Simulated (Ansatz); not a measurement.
`C[SiH2]/N=C/F` + H₂ → `F/C=N/[SiH3]` + CH₄ at 500 K and 1 bar (hydrogenolysis of the Si–C bond).

Program: Ansatz. Geometries: PBE0-D4/def2-TZVP. ΔE: electronic, gas phase. CCSD(T)/CBS is the MP2 limit (def2-TZVPP, def2-QZVPP) plus CCSD(T) − MP2 in def2-TZVPP, frozen cores. This one scheme is used for every species. Double bonds are as drawn, so ΔE can hold a change between cis and trans. Each species was taken in one conformer, which may not be the lowest.

| species | CCSD(T)/CBS energy (Eh) | H − E (kJ/mol) | S (J/(mol·K)) |
| --- | --- | --- | --- |
| `C[SiH2]/N=C/F` | -523.29934 | 249.8 | 407.8 |
| H₂ | -1.17544 | 41.0 | 145.5 |
| `F/C=N/[SiH3]` | -484.01982 | 163.1 | 353.5 |
| CH₄ | -40.46206 | 135.6 | 206.8 |

H − E and S are ideal-gas, rigid-rotor, harmonic terms from PBE0-D4/def2-TZVP, for one conformer and one mirror image of each species. For small species the MP2-based limit differs from directly extrapolated CCSD(T) by up to some mEh (0.8 for H₂); such offsets cancel only in part. 1 Eh = 2625.50 kJ/mol, R = 8.31446 J/(mol·K).

Task: By hand: ΔE, ΔH, ΔS and ΔG.

Result: ΔE = (-484.01982) + (-40.46206) − (-523.29934) − (-1.17544) = -0.00710 Eh = -18.6 kJ/mol. Δ(H − E) = 163.1 + 135.6 − 249.8 − 41.0 = 7.9, so ΔH = -10.7 kJ/mol. ΔS = 353.5 + 206.8 − 407.8 − 145.5 = 7.0 J/(mol·K). ΔG = -10.7 − 500 × (7.0)/1000 = -14.2 kJ/mol.

Task: By hand: the equilibrium constant, and the temperature at which ΔG would vanish if ΔH and ΔS stayed fixed.

Result: log₁₀ K = −ΔG/(RT ln 10) = 1.5. ΔH and −TΔS have one sign here, so there is no such temperature.

The number of gas molecules stays the same, so ΔS is small and ΔH decides. A doubt of 5 kJ/mol in ΔE shifts log₁₀ K by 0.5 here. Other conformers and mirror images would add mixing entropy, several J/(mol·K) or more a flexible species. These are equilibria of isolated gas molecules and say nothing of rates. Largest T1 diagnostic: 0.014 (customary marks: 0.02 for closed shells, 0.045 for open ones).

ΔS is within the doubt of such terms, so its sign, and with it that verdict, could turn.
